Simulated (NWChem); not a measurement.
System: CH6AlNO; SMILES [NH2][AlH][O]C

Output (shortened):

```
             Northwest Computational Chemistry Package (NWChem) 7.3.0
             --------------------------------------------------------

                             Geometry "geometry" -> ""
                             -------------------------

 Output coordinates in angstroms (scale by  1.889725989 to convert to a.u.)

  No.       Tag          Charge          X              Y              Z
 ---- ---------------- ---------- -------------- -------------- --------------
    1 Al                  13.0000    -0.78572300     0.63810800     0.00039900
    2 H                    1.0000    -2.24852500     1.24692200    -0.01223000
    3 O                    8.0000    -0.64316900    -1.06986400    -0.02614800
    4 C                    6.0000     0.35622900    -2.04510900    -0.02679600
    5 H                    1.0000     1.39203600    -1.62666800    -0.00424100
    6 H                    1.0000     0.25634000    -2.71773500     0.85663300
    7 H                    1.0000     0.28356300    -2.68861100    -0.93425700
    8 N                    7.0000     0.65088600     1.69337400     0.04058000
    9 H                    1.0000     0.60245800     2.71464500     0.05759800
   10 H                    1.0000     1.62836800     1.39467800     0.04957800

 Effective nuclear repulsion energy (a.u.)     157.4499910561

                              NWChem Property Module
                              ----------------------

                                 NWChem DFT Module
                                 -----------------

 Summary of "ao basis" -> "ao basis" (spherical)
 ------------------------------------------------------------------------------
       Tag                 Description            Shells   Functions and Types
 ---------------- ------------------------------  ------  ---------------------
 Al                         6-31+g*                 10       22   5s4p1d
 H                          6-31+g*                  2        2   2s
 O                          6-31+g*                  8       18   4s3p1d
 C                          6-31+g*                  8       18   4s3p1d
 N                          6-31+g*                  8       18   4s3p1d

            General Information
            -------------------
          SCF calculation type: DFT
          Wavefunction type:  closed shell.
          No. of atoms     :    10
          No. of electrons :    40
           Alpha electrons :    20
            Beta electrons :    20
          Charge           :     0
          Spin multiplicity:     1
          Use of symmetry is: off; symmetry adaption is: off
          Maximum number of iterations: 150
          AO basis - number of functions:    88
                     number of shells:    46
          Convergence on energy requested:  1.00D-06
          Convergence on density requested:  1.00D-05
          Convergence on gradient requested:  5.00D-04

              XC Information
              --------------
                         PBE0 Method XC Functional
                     Hartree-Fock (Exact) Exchange  0.250
          PerdewBurkeErnzerhof Exchange Functional  0.750
            Perdew 1991 LDA Correlation Functional  1.000 local
           PerdewBurkeErnz. Correlation Functional  1.000 non-local

             Grid Information
             ----------------
          Grid used for XC integration:  medium
          Radial quadrature: Mura-Knowles
          Angular quadrature: Lebedev.
          Tag              B.-S. Rad. Rad. Pts. Rad. Cut. Ang. Pts.
          ---              ---------- --------- --------- ---------
          Al                  1.25       88          13.0       590
          H                   0.35       45          14.0       434
          O                   0.60       49          11.0       434
          C                   0.70       49          13.0       434
          N                   0.65       49          13.0       434
          Grid pruning is: on
          Number of quadrature shells:   505
          Spatial weights used:  Erf1

      Superposition of Atomic Density Guess
      -------------------------------------

 Sum of atomic energies:        -411.56412095

      Non-variational initial energy
      ------------------------------

 Total energy =    -413.060270
 1-e energy   =    -879.063824
 2-e energy   =     308.553563
 HOMO         =      -0.364104
 LUMO         =      -0.009771

   convergence    iter        energy       DeltaE   RMS-Dens  Diis-err
 ---------------- ----- ----------------- --------- --------- ---------
 d= 0,ls=0.0,diis     1   -413.7675564892 -5.71D+02  1.50D-02  8.11D-01
 d= 0,ls=0.0,diis     2   -413.6881545294  7.94D-02  8.26D-03  1.69D+00
 d= 0,ls=0.0,diis     3   -413.8588848310 -1.71D-01  1.24D-03  2.12D-02
 d= 0,ls=0.0,diis     4   -413.8600871290 -1.20D-03  5.89D-04  8.01D-03
 d= 0,ls=0.0,diis     5   -413.8609760546 -8.89D-04  1.04D-04  2.40D-04
  Resetting Diis
 d= 0,ls=0.0,diis     6   -413.8610005609 -2.45D-05  3.44D-05  2.00D-05
 d= 0,ls=0.0,diis     7   -413.8610030403 -2.48D-06  1.16D-05  4.39D-07
 d= 0,ls=0.0,diis     8   -413.8610030341  6.21D-09  5.11D-06  5.43D-07

         Total DFT energy =     -413.861003034119
      One electron energy =     -883.503601954175
           Coulomb energy =      353.735570799508
    Exchange-Corr. energy =      -41.542962935563
 Nuclear repulsion energy =      157.449991056111

 Numeric. integr. density =       40.000042162916

                       DFT Final Molecular Orbital Analysis
                       ------------------------------------

 Vector   18  Occ=2.000000D+00  E=-2.984662D-01
              MO Center= -2.2D-01, -1.2D+00, -2.3D-02, r^2= 2.0D+00
   Bfn.  Coefficient  Atom+Function         Bfn.  Coefficient  Atom+Function
  ----- ------------  ---------------      ----- ------------  ---------------
    27      0.427069   3 O  px               28      0.309306   3 O  py
    31      0.303699   3 O  px               62     -0.218256   5 H  s
    32      0.212943   3 O  py               61     -0.186701   5 H  s
    45     -0.182829   4 C  px               10      0.134072   1 Al s
    30     -0.118990   3 O  s                46     -0.113008   4 C  py

 Vector   19  Occ=2.000000D+00  E=-2.967012D-01
              MO Center= -2.3D-01, -9.2D-01, -1.7D-02, r^2= 3.0D+00
   Bfn.  Coefficient  Atom+Function         Bfn.  Coefficient  Atom+Function
  ----- ------------  ---------------      ----- ------------  ---------------
    29      0.474297   3 O  pz               33      0.344417   3 O  pz
    71      0.205631   8 N  pz               47     -0.200526   4 C  pz
     9      0.173611   1 Al pz               64     -0.167743   6 H  s
    66      0.167469   7 H  s                75      0.158202   8 N  pz
    63     -0.145371   6 H  s                65      0.145121   7 H  s

 Vector   20  Occ=2.000000D+00  E=-2.704908D-01
              MO Center=  4.3D-01,  1.1D+00,  2.8D-02, r^2= 2.7D+00
   Bfn.  Coefficient  Atom+Function         Bfn.  Coefficient  Atom+Function
  ----- ------------  ---------------      ----- ------------  ---------------
    71      0.515062   8 N  pz               75      0.410251   8 N  pz
    29     -0.243332   3 O  pz               33     -0.178922   3 O  pz
    79      0.131350   8 N  pz                9      0.086536   1 Al pz
    47      0.073071   4 C  pz               64      0.071718   6 H  s
    66     -0.071701   7 H  s                37     -0.068649   3 O  pz

 Vector   21  Occ=0.000000D+00  E=-8.442864D-03
              MO Center=  5.8D-01,  8.7D-01,  2.5D-02, r^2= 9.0D+00
   Bfn.  Coefficient  Atom+Function         Bfn.  Coefficient  Atom+Function
  ----- ------------  ---------------      ----- ------------  ---------------
    14      1.869084   1 Al s                76     -0.939791   8 N  s
    15      0.752955   1 Al px               72     -0.408918   8 N  s
    52     -0.281560   4 C  s                78      0.227006   8 N  py
    24     -0.224615   2 H  s                 6      0.205098   1 Al s
    77      0.191406   8 N  px               11      0.186057   1 Al px

 Vector   22  Occ=0.000000D+00  E=-1.185306D-03
              MO Center= -1.0D+00,  6.5D-01, -2.6D-03, r^2= 6.8D+00
   Bfn.  Coefficient  Atom+Function         Bfn.  Coefficient  Atom+Function
  ----- ------------  ---------------      ----- ------------  ---------------
    17      0.589581   1 Al pz               13      0.440978   1 Al pz
     9      0.432697   1 Al pz               79     -0.281176   8 N  pz
    37     -0.221347   3 O  pz               71     -0.192291   8 N  pz
    75     -0.176261   8 N  pz               29     -0.164437   3 O  pz
     5     -0.140157   1 Al pz               33     -0.121014   3 O  pz

 Vector   23  Occ=0.000000D+00  E= 2.435555D-02
              MO Center= -9.7D-01,  5.9D-01, -3.1D-03, r^2= 1.5D+01
   Bfn.  Coefficient  Atom+Function         Bfn.  Coefficient  Atom+Function
  ----- ------------  ---------------      ----- ------------  ---------------
    16      1.719101   1 Al py               14     -0.786667   1 Al s
    52      0.617159   4 C  s                12     -0.459366   1 Al py
    54      0.449357   4 C  py               10      0.323530   1 Al s
    30      0.234478   3 O  s                72     -0.213834   8 N  s
    36     -0.207442   3 O  py               48      0.191846   4 C  s

[...]

 DFT Linear Response polarizability / au
 Frequency  =       0.0773000 / au
 Wavelength =     589.4353558 / nm
              X              Y              Z
 -----------------------------------------------
 X      50.4320846     -0.0978002      0.1195005
 Y      -0.0978156     56.1194821      0.2184147
 Z       0.1194998      0.2184151     42.8696772
 -----------------------------------------------
 Eigenvalues =      50.4324094     56.1246947     42.8641399
 Isotropic   =      49.8070813
 Anisotropic =      11.5222204
 -----------------------------------------------

 Magnetic Dipole Response Matrix (nonzero elements):
```

Level: PBE0/6-31+G* (spherical d). The geometry was optimised at PBE-D3(BJ)/def2-SVP.

Problem. Write an input that gives this output.

Solution. One answer among several that fit: the input that was run:
```
start job
memory heap 200 mb stack 900 mb global 1100 mb
geometry units angstroms noautosym nocenter noautoz
  Al    -0.785723     0.638108     0.000399
  H     -2.248525     1.246922    -0.012230
  O     -0.643169    -1.069864    -0.026148
  C      0.356229    -2.045109    -0.026796
  H      1.392036    -1.626668    -0.004241
  H      0.256340    -2.717735     0.856633
  H      0.283563    -2.688611    -0.934257
  N      0.650886     1.693374     0.040580
  H      0.602458     2.714645     0.057598
  H      1.628368     1.394678     0.049578
end
basis spherical
  * library 6-31+g*
end
dft
  xc pbe0
  iterations 150
end
property
  response 1 0.0773
end
task dft property
```
